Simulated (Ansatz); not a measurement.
Program: Ansatz 0.2.0.

A structure relaxed at PBE0-D4/def2-TZVP, charge 0, multiplicity 1:

Cartesian coordinates in Å:
```
C 1.301 -1.661 1.371
C 1.402 -0.359 0.597
C 0.279 -0.173 -0.415
C 0.372 1.096 -1.216
C -0.803 1.702 -1.343
C -1.898 0.939 -0.659
C -1.124 -0.062 0.212
H 1.318 -2.521 0.696
H 0.374 -1.713 1.947
H 2.131 -1.774 2.073
H 1.392 0.491 1.290
H 2.364 -0.317 0.074
H 0.312 -1.029 -1.108
H 1.300 1.437 -1.661
H -0.976 2.612 -1.907
H -2.528 0.431 -1.401
H -2.567 1.578 -0.075
H -1.019 0.348 1.222
H -1.629 -1.024 0.305
```

(1) Give its formula and SMILES.

(2) Point group (tolerance 0.08 Å, 0.16 Å for H)?

(3) Summarise the bond lengths by kind.

Results:

(1) C7H12, `CCC1C=CCC1`.

(2) C1.

(3) 7 × C–C 1.327 to 1.541 Å; 12 × C–H 1.084 to 1.102 Å.
